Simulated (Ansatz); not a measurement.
A structure relaxed at PBE-D4/def2-SVP in Ansatz, charge -1, doublet:

```tsv
atom	x (Å)	y (Å)	z (Å)
Pb1	-1.3524	1.1826	-2.0982
Pb2	0.7473	1.3669	4.8926
Pb3	2.7783	-1.6425	-0.4340
Pb4	-0.2198	-3.8077	-2.1652
Pb5	2.4434	2.4635	1.4322
Pb6	-2.8633	2.2136	3.0312
Pb7	-0.3835	-0.3348	1.4788
Pb8	-0.1625	-1.0822	-5.0893
Te9	0.4675	-3.2307	0.7086
Te10	2.6080	-0.1089	2.9754
Te11	-0.0783	3.4884	2.8021
Te12	-2.1947	-1.6279	-2.8837
Te13	-3.2602	0.8393	0.4215
Te14	2.1378	-2.3452	-3.3853
Te15	-1.7241	-0.2895	4.3561
Te16	1.5688	1.0694	-1.1184
Te17	-0.5122	1.8457	-4.9244
```

Task: Give its formula.

Result: Te₉Pb₈⁻.

Task: Summarise the bond lengths by kind (pairs closer than 1.2 times the sum of covalent radii, bridged metal pairs left out).

Result: 26 × Pb–Te 2.95 to 3.35 Å.

In the def2 sets Pb, Te take a core potential; there is no spin–orbit coupling. Single mean-field runs in def2-SVP are fitted with def2-universal-jkfit. Another isomer (doublet) lies 0.09 eV lower at PBE0-D4/def2-SVP; other spin states weren't run for this one.
